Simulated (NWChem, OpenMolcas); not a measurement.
## Worked example: vertical ionisation energy of CBr2Cl2 (dibromodichloromethane)

CBr2Cl2 has 5 atoms, charge 0, and is taken as a singlet. As SMILES, `ClC(Cl)(Br)Br`. Geometry: relaxed at PBE0-D4/def2-TZVP.

Both states at this one shape; open shells run unrestricted unless said. 1 Eh = 27.2114 eV.

| level | program | singlet CBr2Cl2 (Eh) | doublet [CBr2Cl2]+ (Eh) |
| --- | --- | --- | --- |
| SVWN5/6-31G* (spherical functions) | NWChem | -6095.735873 | -6095.357622 |
| PBE/6-31G* (spherical functions) | OpenMolcas | -6104.936845 | -6104.569166 |
| CAM-B3LYP/6-31G* (spherical functions) | NWChem | -6106.372048 | -6105.965524 |
| wB97X/6-31G* (spherical functions) | NWChem | -6106.165991 | -6105.752310 |

Q: Work out the vertical ionisation energy at each level.

A: 
1. SVWN5/6-31G* (spherical functions): -6095.357622 − (-6095.735873) = 0.378251 Eh = 10.29 eV.
2. PBE/6-31G* (spherical functions): -6104.569166 − (-6104.936845) = 0.367679 Eh = 10.01 eV.
3. CAM-B3LYP/6-31G* (spherical functions): -6105.965524 − (-6106.372048) = 0.406524 Eh = 11.06 eV.
4. wB97X/6-31G* (spherical functions): -6105.752310 − (-6106.165991) = 0.413681 Eh = 11.26 eV.

No measured value is set beside it here; the levels span 10.01 to 11.26 eV. Spin-orbit coupling, which splits open shells on such heavy atoms by tenths of an eV, is left out. All-electron rows are non-relativistic unless named.
